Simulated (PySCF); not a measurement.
Delta-SCF ions had no search for a lower state. Excitations are Tamm–Dancoff values on a coarser integration grid. The basis has no diffuse functions, so Rydberg states are missing or too high.

Cartesian coordinates (Å):
```xyz
8

C     -0.8859    -0.2969     0.0462
N      0.2691     0.5907     0.2162
C      1.4808     0.0949    -0.0290
N      2.5366    -0.3621    -0.1894
H     -1.0647    -0.5594    -1.0011
H     -1.7642     0.2030     0.4527
H     -0.7096    -1.2082     0.6157
H      0.1379     1.5380    -0.1113
```
Charge 0, multiplicity 1.

### Question
What LUMO, S1 excitation (TDA), S1–T1 gap (TDA), S1 oscillator strength, T1 excitation (TDA), vertical ionisation energy (Delta-SCF), HOMO and dipole moment does PySCF 2.14.0 with r2SCAN-D4/def2-TZVP give?

### Answer

```yaml
LUMO: -0.06 eV
S1 excitation (TDA): 6.36 eV
S1–T1 gap (TDA): 0.50 eV
S1 oscillator strength: 0.002
T1 excitation (TDA): 5.86 eV
vertical ionisation energy (Delta-SCF): 9.76 eV
HOMO: -6.44 eV
dipole_moment: 4.95 D
```
